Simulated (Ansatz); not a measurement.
The same hydrogen abstraction along the group O, S, Se.

Isolated molecules relaxed with PBE0-D4/def2-TZVP in Ansatz; ΔE leaves out vibrations. CCSD(T)/CBS is the MP2 limit (def2-TZVPP, def2-QZVPP) plus CCSD(T) − MP2 in def2-TZVPP, frozen cores. Small cases extrapolate CCSD(T) itself. Functionals use def2-TZVPP. No spin–orbit coupling; open shells (•) take unrestricted orbitals. Spin–orbit coupling would lower the free atoms: a little for F. Bonds to Se are less sure, by a few kJ/mol each and by 10 to 20 or more in all where they break to atoms, as the def2 sets lack core-valence functions. Scalar relativity is left out up to krypton.

```csv
reaction,B2PLYP (kJ/mol),CCSD/CBS(def2) (kJ/mol),CCSD(T)/def2-SVP (kJ/mol),ωB97X-V (kJ/mol),CCSD(T)/CBS(def2) (kJ/mol)
H₂O + F• → `[OH]`• + H–F,-65,-65,-52,-64,-67
H₂S + F• → `[SH]`• + H–F,-187,-188,-164,-178,-192
H₂Se + F• → `[SeH]`• + H–F,-227,-229,-201,-221,-232
```

Largest T1 diagnostic: 0.011, for `[SH]`•.

Extrapolated directly: H₂O + F• → `[OH]`• + H–F; H₂S + F• → `[SH]`• + H–F.
